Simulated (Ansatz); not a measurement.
## Relative stability

The two ends of one reaction step of GeH₆S, singlet (PBE0-D4/def2-TZVP).

A:

```xyz
8
angstrom
Ge -1.1014 -0.0391 0.2434
H 2.3148 -1.4470 -1.1448
H -0.8224 -0.3367 -1.2373
H -2.4279 0.7231 0.3846
H -1.1321 -1.3346 1.0612
H 2.1657 -0.8786 -0.6823
S 0.5659 1.1463 1.1196
H 0.4374 2.1666 0.2557
```

B:

```
8
angstrom
Ge -0.9667 -0.8725 -0.5982
H 0.4261 -0.7641 -1.2342
H -1.8632 -1.7281 -1.5089
H -1.5809 0.5263 -0.4615
H -0.8605 -1.5369 0.7785
H 2.3533 0.7744 0.8704
S 1.3551 1.3474 1.5595
H 1.1368 2.2535 0.5945
```

Computed with Ansatz 0.2.0 (basis: def2-TZVPP); correlated methods freeze the cores. Filled d shells of the heavier atoms are correlated. The def2 sets are not built for correlating such inner shells, so the correlated values are less sure here. B3LYP uses VWN-RPA correlation.

Question: Which structure is lower at CCSD(T), and by how much? (An estimate is asked for; the value comes from the calculation.)

Answer: By the calculation: A, by 4.04 kcal/mol (electronic energy, against the other). By their contacts, A is a complex of GeH₄S ([SH][GeH3]) + H₂ and B is a complex of GeH₄ + H₂S.

All methods give the same order:

| method | E(B) − E(A) (kcal/mol) |
| --- | --- |
| SPW92 | 3.51 |
| PBE-D4 | 5.50 |
| BLYP-D4 | 5.08 |
| r2SCAN-D4 | 5.28 |
| B97M-V | 3.08 |
| PBE0-D4 | 4.93 |
| B3LYP-D4 | 4.44 |
| r2SCAN0-D4 | 4.88 |
| BHLYP-D4 | 3.82 |
| CAM-B3LYP-D4 | 2.96 |
| wB97X-V | 4.00 |
| wB97M-V | 4.15 |
| B2PLYP | 4.35 |
| PBE-QIDH | 5.01 |
| RPA on PBE | 3.31 |
| HF | 1.85 |
| MP2 | 5.98 |
| CCSD | 3.20 |
| CCSD(T) | 4.04 |

T1 diagnostic: at most 0.011.

Labels in which every atom is bracketed show which atoms are joined, not bond orders.

For scale, one of the runs: CCSD(T)/def2-TZVPP, 174 basis functions, launched by `ansatz run in.yaml --threads 2 --pin off --events-out ev --progress --plain --max-ram 4352MiB`. The run took 37 s on 2 CPU threads (shared host), with 1.4 GiB of host memory at its peak.
